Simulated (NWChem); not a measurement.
The numbers come from NWChem runs, not from measurements. System: H2BF, charge 0, spin multiplicity 1, at a geometry optimised with PBE/def2-SVP. The structure started from a generated list of species. Level: real-time TD-PBE/6-31G* (spherical d).

Output (cleaned and shortened):

```
             Northwest Computational Chemistry Package (NWChem) 7.3.0
             --------------------------------------------------------

                                NWChem Input Module
                                -------------------

 Scaling coordinates for geometry "system" by  1.889725989
 (inverse scale =  0.529177249)

                              Geometry "system" -> ""
                              -----------------------

 Output coordinates in angstroms (scale by  1.889725989 to convert to a.u.)

  No.       Tag          Charge          X              Y              Z
 ---- ---------------- ---------- -------------- -------------- --------------
    1 B                    5.0000     0.00000000     0.00000000    -0.67561400
    2 H                    1.0000     1.07977600     0.00000000    -1.23985900
    3 H                    1.0000    -1.07977600     0.00000000    -1.23985900
    4 F                    9.0000     0.00000000     0.00000000     0.65086500

 Effective nuclear repulsion energy (a.u.)      26.9152980746

            Nuclear Dipole moment (a.u.)
            ----------------------------
        X                 Y               Z
 ---------------- ---------------- ----------------
     0.0000000000     0.0000000000    -0.0000056692


 Summary of "ao basis" -> "" (spherical)
 ------------------------------------------------------------------------------
       Tag                 Description            Shells   Functions and Types
 ---------------- ------------------------------  ------  ---------------------
 *                           6-31g*                   on all atoms

  pbe96 is a nonlocal functional; adding pw91lda local functional.

                                 NWChem DFT Module
                                 -----------------

 Summary of "ao basis" -> "ao basis" (spherical)
 ------------------------------------------------------------------------------
       Tag                 Description            Shells   Functions and Types
 ---------------- ------------------------------  ------  ---------------------
 B                           6-31g*                  6       14   3s2p1d
 H                           6-31g*                  2        2   2s
 F                           6-31g*                  6       14   3s2p1d

 Summary of "ao basis" -> "ao basis" (spherical)
 ------------------------------------------------------------------------------
       Tag                 Description            Shells   Functions and Types
 ---------------- ------------------------------  ------  ---------------------
 B                           6-31g*                  6       14   3s2p1d
 H                           6-31g*                  2        2   2s
 F                           6-31g*                  6       14   3s2p1d

  itol2e modified to match energy
  convergence criterion.
  tol_rho modified to match energy
  convergence criterion.

            General Information
            -------------------
          SCF calculation type: DFT
          Wavefunction type:  closed shell.
          No. of atoms     :     4
          No. of electrons :    16
           Alpha electrons :     8
            Beta electrons :     8
          Charge           :     0
          Spin multiplicity:     1
          Use of symmetry is: off; symmetry adaption is: off
          Maximum number of iterations: 100
          AO basis - number of functions:    32
                     number of shells:    16
          Convergence on energy requested:  1.00D-10
          Convergence on density requested:  1.00D-09
          Convergence on gradient requested:  1.00D-08

              XC Information
              --------------
          PerdewBurkeErnzerhof Exchange Functional  1.000
            Perdew 1991 LDA Correlation Functional  1.000 local
           PerdewBurkeErnz. Correlation Functional  1.000 non-local

             Grid Information
             ----------------
          Grid used for XC integration:  medium
          Radial quadrature: Mura-Knowles
          Angular quadrature: Lebedev.
          Tag              B.-S. Rad. Rad. Pts. Rad. Cut. Ang. Pts.
          ---              ---------- --------- --------- ---------
[...]
 -----------------------------------------------------------------------------------------
 *system               4 (100% )    32 (100% )     16.00        0.00      0.00     -0.00

=============== Geometry Initialization ===============
  Active geometry: "system"
  No linear dependencies
  Number of atomic orbitals    = 32
  Number of molecular orbitals = 32
=======================================================

             System parameters
             -----------------
     No. atoms              : 4
     Wavefunction type      : restricted
     No. alpha electrons    : 8
     No. beta electrons     : 8
     Total no. electrons    : 16
     System charge          : 0

               2e integrals
               ------------
     tol2e for real part of Fock matrix:  1.0000E-11
     tol2e for imag part of Fock matrix:  1.0000E-13

                    Propagation parameters
                    ----------------------
     End time (tmax)       :  2.0000E+02 au =  4.8378E+00 fs
     Time step (dt)        :  2.0000E-01 au =  4.8378E-03 fs
     No. time steps (nt)   : 1000
     Progagation method    : 2nd order Magnus w/ self-consistent interpolation
     Exponentiation method : Adaptive contractive power series

                        Tolerances
                        ----------
     Zero / comparison / check tolerance  :  1.0000E-08
     Series convergence tolerance         :  1.0000E-10
     Interpolation convergence tolerance  :  1.0000E-07
     Reqd no. zero terms in series        : 3
     Reqd no. zero terms in interpolation : 1

                Output and checking parameters
                ------------------------------
     Quantites to print : messages, dipole, field, energy, <S^2>
     No. print points   : 1000 (once every 1 time steps)
     No. checks         : 10 (once every 100 time steps)
     No. restart points : 100 (once every 10 time steps)
     Checking level     : 1 (checkpoints only)
     Profiling          : No

 Dipole and quadrupole matrices
 ------------------------------
     Center of mass = ( 0.0000E+00,  0.0000E+00,  1.4329E-01)
     norm[D_x]  =  2.0405E+00
     norm[D_y]  =  1.4044E+00
     norm[D_z]  =  2.3430E+00
     norm[Q_xx] =  5.9171E+00
     norm[Q_xy] =  1.9724E+00
     norm[Q_xz] =  4.7808E+00
     norm[Q_yy] =  5.9171E+00
     norm[Q_yz] =  1.9724E+00
     norm[Q_zz] =  7.5471E+00

         Applied fields
         --------------

               "kick"
     Type            : delta
     Polarization    : y
     Field maximum   :  1.0000E-04 au =  5.1421E-02 V/nm

        Excitation rules
        ----------------
     Excite geometry "system" with "kick"

                             Closed shell propagation
                             ------------------------

****************************** WARNING ******************************
  Starting movecs not specified--trying SCF output:
   ./mol.movecs
*********************************************************************

     File name              : ./mol.movecs
     Job title              :
     Basis set name         : ao basis
     SCF type               : dft
     Atomic orbitals        : 32
     Molecular orbitals     : 32

   Vector      Occupation     Eigenvalue [au]
 --------------------------------------------
         1        2.00       -2.42861951E+01
         2        2.00       -6.56340653E+00
         3        2.00       -1.11145929E+00
         4        2.00       -4.93967709E-01
         5        2.00       -4.07881583E-01
         6        2.00       -3.96673303E-01
         7        2.00       -3.89193992E-01
         8        2.00       -2.73424203E-01
         9        0.00       -6.53364344E-02
        10        0.00        1.14620308E-01
        11        0.00        1.23839495E-01
        12        0.00        2.09874961E-01
        13        0.00        3.68919525E-01
        14        0.00        3.81094620E-01
        15        0.00        4.10821749E-01
        16        0.00        5.14244138E-01
        17        0.00        8.34144668E-01
        18        0.00        8.37894038E-01
        19        0.00        1.09418730E+00
        20        0.00        1.11298169E+00
        21        0.00        1.14176837E+00
        22        0.00        1.28754340E+00
        23        0.00        1.31184753E+00
        24        0.00        1.43078690E+00
        25        0.00        1.52633315E+00
        26        0.00        1.71584434E+00
        27        0.00        1.75784068E+00
        28        0.00        1.79591461E+00
        29        0.00        1.88923390E+00
        30        0.00        2.23752883E+00
        31        0.00        2.28127675E+00
        32        0.00        3.04736845E+00

  int2e_file: Failed to allocate cache ... halving

kick      0.00000        ### Propagation started ###
kick      0.00000        ### Checks passed ###
kick      0.00000   0.000000000000E+000   1.000000000000E-004   0.000000000000E+000     # Applied E-field [system] (alpha spin)
kick      0.00000   0.000000000000E+000   1.000000000000E-004   0.000000000000E+000     # Applied E-field [system] (beta spin)
kick      0.00000   2.691529807459E+001     # Enuc
kick      0.00000  -2.267331209195E+002     # Ecore
kick      0.00000   8.915835986116E+001     # Ecoul
kick      0.00000  -1.511011414575E+001     # Exc(1)
kick      0.00000   0.000000000000E+000     # Exc(2)
kick      0.00000  -1.257695771295E+002     # Etot
kick      0.00000  -1.136868377216E-013     # Eadded
kick      0.00000   2.151490870406E-013  -6.641882820782E-015  -1.309402491717E-001     # Dipole moment [system]
kick      0.00000        ### Saved restart file ###
kick      0.00000   8.140155216552E-013     # Magnus interpol (matrix 1 of 1)
kick      0.00000                     2     # Magnus total interpolations
kick      0.20000   0.000000000000E+000   0.000000000000E+000   0.000000000000E+000     # Applied E-field [system] (alpha spin)
kick      0.20000   0.000000000000E+000   0.000000000000E+000   0.000000000000E+000     # Applied E-field [system] (beta spin)
kick      0.20000   2.691529807459E+001     # Enuc
kick      0.20000  -2.267331209189E+002     # Ecore
kick      0.20000   8.915835986116E+001     # Ecoul
kick      0.20000  -1.511011414574E+001     # Exc(1)
kick      0.20000   0.000000000000E+000     # Exc(2)
kick      0.20000  -1.257695771289E+002     # Etot
kick      0.20000   6.000675512041E-010     # Eadded
kick      0.20000   2.149074374156E-013   1.170107321426E-005  -1.309402492170E-001     # Dipole moment [system]
kick      0.20000   7.127631818094E-013     # Magnus interpol (matrix 1 of 1)
kick      0.20000                     2     # Magnus total interpolations
kick      0.40000   0.000000000000E+000   0.000000000000E+000   0.000000000000E+000     # Applied E-field [system] (alpha spin)
kick      0.40000   0.000000000000E+000   0.000000000000E+000   0.000000000000E+000     # Applied E-field [system] (beta spin)
kick      0.40000   2.691529807459E+001     # Enuc
...
kick     28.00000   1.110223024625E-015     # Magnus interpol (matrix 1 of 1)
kick     28.00000                     2     # Magnus total interpolations
kick     28.20000   0.000000000000E+000   0.000000000000E+000   0.000000000000E+000     # Applied E-field [system] (alpha spin)
kick     28.20000   0.000000000000E+000   0.000000000000E+000   0.000000000000E+000     # Applied E-field [system] (beta spin)
kick     28.20000   2.691529807459E+001     # Enuc
kick     28.20000  -2.267331209127E+002     # Ecore
kick     28.20000   8.915835985824E+001     # Ecoul
kick     28.20000  -1.511011414527E+001     # Exc(1)
kick     28.20000   0.000000000000E+000     # Exc(2)
kick     28.20000  -1.257695771251E+002     # Etot
kick     28.20000   4.385526608530E-009     # Eadded
kick     28.20000   2.113308734733E-013
```

Write an NWChem input that would produce this output.

This is not unique; one that fits is 
```
start mol
memory heap 200 mb stack 900 mb global 1100 mb
geometry "system" units angstroms nocenter noautoz noautosym
  B      0.000000     0.000000    -0.675614
  H      1.079776     0.000000    -1.239859
  H     -1.079776     0.000000    -1.239859
  F      0.000000     0.000000     0.650865
end
set geometry "system"
basis spherical
  * library 6-31g*
end
dft
  xc xpbe96 cpbe96
  semidirect memsize 60000000 filesize 0
  iterations 100
  convergence energy 1e-10 density 1e-9 gradient 1e-8
  tolerances tight
end
task dft energy
rt_tddft
  tmax 200.0
  dt 0.2
  tag "kick"
  print dipole
  field "kick"
    type delta
    polarization y
    max 0.0001
  end
  excite "system" with "kick"
end
task dft rt_tddft
```
